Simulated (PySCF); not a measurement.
# Exercise with solution: oscillator strength and radiative lifetime

H6OSi2Zn, SMILES [SiH3][O][Zn][SiH3].

Geometry: PBE0-D3(BJ)/def2-SVP. The structure was generated by enumeration; whether it is a known compound was not checked. One conformer was computed; it need not be the lowest.

TDA-B3LYP/def2-SVPD run with PySCF puts the first singlet state with f over 0.02 at 6.04 eV (vertical), with the transition dipole (0.407, -0.334, -0.087) in atomic units.

Problem. Find the oscillator strength, the wavelength and the radiative lifetime that this transition would have in vacuum if emission retraced absorption.

Solution. 
|μ|² = 0.2848 au, so |μ| = 1.36 D. ΔE = 6.04/27.211 = 0.2220 hartree. f = (2/3) ΔE |μ|² = 0.042 (the program prints 0.042).
λ = 1239.84/6.04 = 205 nm; ν = 48716 cm⁻¹.
Einstein's coefficient A = 0.6670 ν² f s⁻¹ (ν in cm⁻¹) = 6.7e7 s⁻¹, so τ = 1/A = 15 ns. This state is S5; the lower singlets have f = 0.000, 0.004, 0.007, 0.010. The figure is the radiative limit of this one transition; relaxation, internal conversion, crossing to triplets and a medium change what is measured.
